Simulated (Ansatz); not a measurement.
Basis sets compared for Si4Ge6. The state is a singlet with charge 0. Geometry PBE-D4/def2-SVP. Ansatz on 4 threads of Intel Xeon on a shared host; times are rough, and most runs start from earlier orbitals.

```xyz
10

Si   -1.587   -0.488   -0.180
Si    0.116    0.845   -1.767
Si    0.516   -1.476   -1.386
Si   -1.718    1.830   -0.386
Ge    2.023    2.144   -0.777
Ge    0.502   -1.448    1.493
Ge   -1.420    0.273    2.213
Ge    2.219   -0.311   -0.109
Ge    0.390    1.520    1.074
Ge   -1.041   -2.888   -0.173
```

The structure comes from a short search, and lower isomers may exist.

Binding counts from free atoms (Si triplet, Ge triplet) in the same basis, without a counterpoise term.

| level | functions | energy (Eh) | HOMO (eV) | LUMO (eV) | binding per atom (eV) | wall time |
| --- | --- | --- | --- | --- | --- | --- |
| PBE-D4/def2-SVP | 264 | -13615.8573 | -5.32 | -3.76 | 3.58 | 17 s |
| PBE0-D4/def2-SVP | 264 | -13616.2330 | -6.08 | -3.31 | 3.41 | 52 s |

Task: Estimate the rows for PBE-D4/def2-TZVP (with forces), PBE0-D4/def2-TZVP.

Result: 
```csv
level,functions,energy (Eh),HOMO (eV),LUMO (eV),binding per atom (eV),wall time
PBE-D4/def2-TZVP (with forces),436,-13617.8287,-5.22,-3.68,3.61,43 s
PBE0-D4/def2-TZVP,436,-13618.2003,-5.95,-3.20,3.46,2 min
```
